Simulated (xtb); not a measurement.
A run for xtb: GFN2-xTB on H2O (SMILES O).

```
$ xtb mol.xyz --gfn 2 --sp --chrg 0 --uhf 0
3

O      0.00000000    -0.00000000     0.38961711
H     -0.00000000     0.76498780    -0.19485856
H     -0.00000000    -0.76498780    -0.19485856
```

Question: Give the final energy of this run.

Answer: -5.0705 hartree.
